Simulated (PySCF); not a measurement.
C₂H₈AlFOSi, singlet, geometry from GFN2-xTB (such geometries of metal compounds can be far from the true shape); DF-CAMB3LYP/3-21G (PySCF).

The PySCF input:
```python
from pyscf import gto, scf, dft

mol = gto.M(
    atom='''
Si    1.97074351   -0.06073551   -0.22297358
F     2.39194833    0.10508095    1.31938909
O     0.36036366   -0.03836772   -0.27878810
Al   -1.33274271    0.00231113   -0.19093190
C    -2.18217590   -1.77518800    0.10277779
C    -2.11913592    1.82171905   -0.38796196
H     2.49649178    1.10835529   -0.90554252
H     2.45237082   -1.36981026   -0.62728739
H    -1.85437526   -2.21645039    1.04923146
H    -3.27273427   -1.73462913    0.12303125
H    -1.89514252   -2.48475099   -0.67967056
H    -1.86380766    2.26129766   -1.35729248
H    -1.72297555    2.50465806    0.37010880
H    -3.20715434    1.83360887   -0.30192582
''',
    basis='3-21g',
    verbose=4,
    max_memory=1800,
)

mf = dft.RKS(mol)
mf.xc = 'camb3lyp'
mf = mf.density_fit(auxbasis='def2-universal-jkfit')
mf.kernel()
```

It wrote (shortened):

```
PySCF version 2.14.0

[INPUT] verbose = 4
[INPUT] num. atoms = 14
[INPUT] num. electrons = 64
[INPUT] charge = 0
[INPUT] spin (= nelec alpha-beta = 2S) = 0
[INPUT] symmetry False subgroup None
[INPUT] Mole.unit = angstrom
[INPUT] Symbol           X                Y                Z      unit          X                Y                Z       unit  Magmom
[INPUT]  1 Si     1.970743510000  -0.060735510000  -0.222973580000 AA    3.724165495664  -0.114773479936  -0.421358999214 Bohr   0.0
[INPUT]  2 F      2.391948330000   0.105080950000   1.319389090000 AA    4.520127247811   0.198574216409   2.493284031839 Bohr   0.0
[INPUT]  3 O      0.360363660000  -0.038367720000  -0.278788100000 AA    0.680988622646  -0.072504482824  -0.526833155788 Bohr   0.0
[INPUT]  4 Al    -1.332742710000   0.002311130000  -0.190931900000 AA   -2.518518716411   0.004367402738  -0.360808999443 Bohr   0.0
[INPUT]  5 C     -2.182175900000  -1.775188000000   0.102777790000 AA   -4.123714806626  -3.354619139614   0.194221874788 Bohr   0.0
[INPUT]  6 C     -2.119135920000   1.821719050000  -0.387961960000 AA   -4.004586509528   3.442550080403  -0.733141851149 Bohr   0.0
[INPUT]  7 H      2.496491780000   1.108355290000  -0.905542520000 AA    4.717685736428   2.094487946813  -1.711227356948 Bohr   0.0
[INPUT]  8 H      2.452370820000  -1.369810260000  -0.627287390000 AA    4.634309205675  -2.588566234019  -1.185401368493 Bohr   0.0
[INPUT]  9 H     -1.854375260000  -2.216450390000   1.049231460000 AA   -3.504261373569  -4.188484205785   1.982760100678 Bohr   0.0
[INPUT] 10 H     -3.272734270000  -1.734629130000   0.123031250000 AA   -6.184571448778  -3.277973983393   0.232495367263 Bohr   0.0
[INPUT] 11 H     -1.895142520000  -2.484750990000  -0.679670560000 AA   -3.581300329818  -4.695498858842  -1.284391213330 Bohr   0.0
[INPUT] 12 H     -1.863807660000   2.261297660000  -1.357292480000 AA   -3.522086026266   4.273233263520  -2.564911058132 Bohr   0.0
[INPUT] 13 H     -1.722975550000   2.504658060000   0.370108800000 AA   -3.255951908822   4.733117769084   0.699404268291 Bohr   0.0
[INPUT] 14 H     -3.207154340000   1.833608870000  -0.301925820000 AA   -6.060643341810   3.465018583873  -0.570557109735 Bohr   0.0

nuclear repulsion = 351.053635058949
number of shells = 50
number of NR pGTOs = 138
number of NR cGTOs = 78
basis = 3-21g
ecp = {}

******** <class 'pyscf.df.df_jk.DFRKS'> ********
method = DFRKS
initial guess = minao
damping factor = 0
level_shift factor = 0
DIIS = <class 'pyscf.scf.diis.CDIIS'>
diis_start_cycle = 1
diis_space = 8
diis_damp = 0
SCF conv_tol = 1e-09
SCF conv_tol_grad = None
SCF max_cycles = 50
direct_scf = False
XC library pyscf.dft.libxc version 7.1.2
    S. Lehtola, C. Steigemann, M. J. T. Oliveira, and M. A. L. Marques,  SoftwareX 7, 1–5 (2018)
XC functionals = camb3lyp
    T. Yanai, D. P. Tew, and N. C. Handy,  Chem. Phys. Lett. 393, 51 (2004)
radial grids:
    Treutler-Ahlrichs [JCP 102, 346 (1995); DOI:10.1063/1.469408] (M4) radial grids

becke partition: Becke, JCP 88, 2547 (1988); DOI:10.1063/1.454033
pruning grids: <function nwchem_prune>
grids dens level: 3
symmetrized grids: False
atomic radii adjust function: <function treutler_atomic_radii_adjust>
small_rho_cutoff = 0
Set gradient conv threshold to 3.16228e-05
Initial guess from minao.
tot grids = 173408
******** <class 'pyscf.df.df.DF'> ********
auxbasis = def2-universal-jkfit
Create RSH-DF object <pyscf.df.df.DF object> for omega=0.33
******** <class 'pyscf.df.df.DF'> ********
auxbasis = auxmol.basis = def2-universal-jkfit
init E= -783.559524817684
  HOMO = -0.331247888752344  LUMO = -0.0364478824233863  gap/eV = 8.02192
cycle= 1 E= -783.650567845381  delta_E= -0.091  |g|= 0.967  |ddm|= 3.11
  HOMO = -0.18977864261679  LUMO = 0.0508586306861605  gap/eV = 6.54807
cycle= 2 E= -783.554248404534  delta_E= 0.0963  |g|= 1.24  |ddm|= 1.73
  HOMO = -0.318542309418582  LUMO = 0.0249484508562516  gap/eV = 9.34686
cycle= 3 E= -783.816901793871  delta_E= -0.263  |g|= 0.128  |ddm|=    1
  HOMO = -0.321081360029909  LUMO = 0.0288215670701866  gap/eV = 9.52134
cycle= 4 E= -783.819904409183  delta_E= -0.003  |g|= 0.048  |ddm|= 0.129
  HOMO = -0.320537808720387  LUMO = 0.029714846077332  gap/eV = 9.53086
cycle= 5 E= -783.820270946653  delta_E= -0.000367  |g|= 0.00888  |ddm|= 0.0374
  HOMO = -0.319727853312109  LUMO = 0.0297793654516578  gap/eV = 9.51058
cycle= 6 E= -783.820287623195  delta_E= -1.67e-05  |g|= 0.0024  |ddm|= 0.00883
  HOMO = -0.320124226995293  LUMO = 0.0295844140445478  gap/eV = 9.51606
cycle= 7 E= -783.820289026244  delta_E= -1.4e-06  |g|= 0.000309  |ddm|= 0.00285
  HOMO = -0.320093967052597  LUMO = 0.0295953660779769  gap/eV = 9.51553
cycle= 8 E= -783.820289066779  delta_E= -4.05e-08  |g|= 6.64e-05  |ddm|= 0.000585
  HOMO = -0.320087434084437  LUMO = 0.0296035064693472  gap/eV = 9.51558
cycle= 9 E= -783.820289068239  delta_E= -1.46e-09  |g|= 6.82e-06  |ddm|= 0.000111
  HOMO = -0.320089106664272  LUMO = 0.0296016957564551  gap/eV = 9.51557
cycle= 10 E= -783.820289068264  delta_E= -2.55e-11  |g|= 1.36e-06  |ddm|= 1.76e-05
  HOMO = -0.320088860268675  LUMO = 0.0296020917951965  gap/eV = 9.51558
Extra cycle  E= -783.820289068267  delta_E= -2.73e-12  |g|= 9.25e-07  |ddm|= 3.33e-06
converged SCF energy = -783.820289068267
```
